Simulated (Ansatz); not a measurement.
`F[CH]([SiH3])[Al]([F])[Cl]` + HCl → `[F][Al]([Cl])[Cl]` + `FC[SiH3]` at 298.15 K and 1 bar (ligand exchange at the Al–C bond).

Calculated with Ansatz (gas phase, PBE0-D4/def2-TZVP geometries, no zero-point term in ΔE). CCSD(T)/CBS is the MP2 limit (def2-TZVPP, def2-QZVPP) plus CCSD(T) − MP2 in def2-TZVPP, frozen cores. This one scheme is used for every species. One conformer a species, not always the lowest.

```tsv
species	CCSD(T)/CBS energy (Eh)	H − E (kJ/mol)	S (J/(mol·K))
`F[CH]([SiH3])[Al]([F])[Cl]`	-1231.04760	152.3	407.5
HCl	-460.38127	26.6	186.8
`[F][Al]([Cl])[Cl]`	-1261.58534	30.9	310.8
`FC[SiH3]`	-429.90570	157.3	287.8
```

H − E and S are ideal-gas, rigid-rotor, harmonic terms from PBE0-D4/def2-TZVP, for one conformer and one mirror image of each species. 1 Eh = 2625.50 kJ/mol, R = 8.31446 J/(mol·K).

Question: By hand: ΔE, ΔH, ΔS and ΔG.

Answer: ΔE = (-1261.58534) + (-429.90570) − (-1231.04760) − (-460.38127) = -0.06217 Eh = -163.2 kJ/mol. Δ(H − E) = 30.9 + 157.3 − 152.3 − 26.6 = 9.3, so ΔH = -153.9 kJ/mol. ΔS = 310.8 + 287.8 − 407.5 − 186.8 = 4.3 J/(mol·K). ΔG = -153.9 − 298.15 × (4.3)/1000 = -155.2 kJ/mol.

Question: By hand: the equilibrium constant, and the temperature at which ΔG would vanish if ΔH and ΔS stayed fixed.

Answer: log₁₀ K = −ΔG/(RT ln 10) = 27.2. ΔH and −TΔS have one sign here, so there is no such temperature.

The number of gas molecules stays the same, so ΔS is small and ΔH decides. A doubt of 5 kJ/mol in ΔE shifts log₁₀ K by 0.9 here. Other conformers and mirror images would add mixing entropy, several J/(mol·K) or more a flexible species. Modes under 60 cm⁻¹, often nearly free rotors, make the harmonic entropy too high. These are equilibria of isolated gas molecules and say nothing of rates. Largest T1 diagnostic: 0.012 (customary marks: 0.02 for closed shells, 0.045 for open ones).

ΔS is within the doubt of such terms, so its sign, and with it that verdict, could turn.
